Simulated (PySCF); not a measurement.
SCF from a fresh guess for singlet SeI2, at the PBE0 minimum. PySCF input:

```python
from pyscf import gto, scf, dft
mol = gto.M(atom='''
Se     1.169510     0.000000    -0.000000
I     -0.368240     1.975230     0.000000
I     -0.368240    -1.975230    -0.000000''',
    basis={'Se': 'def2-TZVP', 'I': 'def2-TZVP'},
    ecp={'I': 'def2-TZVP'},
    charge=0, spin=0)
mf = dft.RKS(mol, xc='PBE0')
mf.grids.atom_grid = (50, 194)
aux = {'Se': 'def2-universal-JKFIT', 'I': 'def2-universal-JKFIT'}
mf = mf.density_fit(auxbasis=aux)
mf.conv_tol = 1e-08
mf.diis_space = 10
mf.max_cycle = 60
mf.init_guess = 'minao'
mf.verbose = 4
mf.kernel()
```

Excerpt of the output (cycles and frontier levels):

```
init E= -2911.29095124055
  HOMO = -0.882084095738423  LUMO = -0.86926104743277  gap/eV = 0.34893
cycle= 1 E= -2992.77036981136  delta_E= -81.5  |g|= 4.84  |ddm|= 26.8
  HOMO = -0.0130479552775521  LUMO = 0.00170426476729717  gap/eV = 0.40143
cycle= 2 E= -2986.25587504157  delta_E= 6.51  |g|= 6.71  |ddm|=   16
  HOMO = -0.0773033049232734  LUMO = 0.000657688688347632  gap/eV = 2.12143
cycle= 3 E= -2995.6685241831  delta_E= -9.41  |g|=  1.8  |ddm|= 12.4
  HOMO = -0.261471281858606  LUMO = -0.185408943119111  gap/eV = 2.06976
cycle= 4 E= -2996.16629578637  delta_E= -0.498  |g|= 1.56  |ddm|= 3.05
  HOMO = -0.239495369004635  LUMO = -0.124234082303066  gap/eV = 3.13642
cycle= 5 E= -2996.69058099464  delta_E= -0.524  |g|= 0.417  |ddm|= 1.17
  HOMO = -0.244864676149213  LUMO = -0.128691763911679  gap/eV = 3.16123
cycle= 6 E= -2996.74524085975  delta_E= -0.0547  |g|= 0.14  |ddm|= 0.475
  HOMO = -0.241516875924228  LUMO = -0.120179271063929  gap/eV = 3.30176
cycle= 7 E= -2996.74789354731  delta_E= -0.00265  |g|= 0.0507  |ddm|= 0.133
  HOMO = -0.243133255407995  LUMO = -0.120589388215161  gap/eV = 3.33459
cycle= 8 E= -2996.74842895686  delta_E= -0.000535  |g|= 0.0043  |ddm|= 0.0492
  HOMO = -0.242809560447722  LUMO = -0.120253207583179  gap/eV = 3.33493
cycle= 9 E= -2996.74843207625  delta_E= -3.12e-06  |g|= 0.00271  |ddm|= 0.00559
  HOMO = -0.242901142417459  LUMO = -0.120360103583732  gap/eV = 3.33451
cycle= 10 E= -2996.74843291766  delta_E= -8.41e-07  |g|= 0.000299  |ddm|= 0.00155
  HOMO = -0.242929525124764  LUMO = -0.1203879755287  gap/eV = 3.33453
cycle= 11 E= -2996.74843295001  delta_E= -3.23e-08  |g|= 4.6e-05  |ddm|= 0.000482
  HOMO = -0.242923281003637  LUMO = -0.120380671194429  gap/eV = 3.33455
cycle= 12 E= -2996.7484329506  delta_E= -5.96e-10  |g|= 2.34e-05  |ddm|= 8.91e-05
  HOMO = -0.242927142977964  LUMO = -0.120384515633327  gap/eV = 3.33455
Extra cycle  E= -2996.74843295026  delta_E= 3.43e-10  |g|= 4.6e-05  |ddm|= 6.68e-05
converged SCF energy = -2996.74843295026
```

No lower solution of this spin was found by a stability analysis within the restricted form, which does not test spin polarisation.

The search for the lowest solution, with the stability check, took 13 s on 4 threads of a shared Arm Neoverse V1 host, with 148 basis functions; the process peaked at 0.43 GiB. Launch command: `OMP_NUM_THREADS=4 python axn.py task.json out`.
